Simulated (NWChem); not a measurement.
System: GeSiH3Br, singlet; SMILES [SiH3][Ge][Br]

The following NWChem deck was run.

```
start job
memory heap 200 mb stack 900 mb global 1100 mb
geometry units angstroms noautoz
  Ge     0.875400    -0.495430    -0.404907
  Br    -0.315879     1.323694     0.498143
  Si    -1.045035    -2.037004    -0.067561
  H     -0.750535    -3.433382    -0.526986
  H     -2.228636    -1.528532    -0.832133
  H     -1.393469    -2.082981     1.388632
end
basis spherical
  Ge library def2-tzvpp
  Br library def2-tzvpp
  Si library def2-tzvpp
  H library def2-tzvpp
end
dft
  xc pbe0
  iterations 150
  semidirect filesize 400000000
  mulliken
end
task dft energy
```

Low-valent species are run as closed-shell singlets; no triplet was tried in these runs. Structure relaxed at the PBE0/def2-SVP level.

What results follow from this input? (PBE0/def2-TZVPP.) Quantities: basis functions; energy (Ha); highest occupied level (eV); orbital gap (eV); dipole (D).


| Property | Result |
|---|---|
| number of basis functions | 180 |
| energy (Ha) | -4941.80 |
| highest occupied level (eV) | -6.58 |
| orbital gap (eV) | 3.22 |
| dipole (D) | 1.59 |
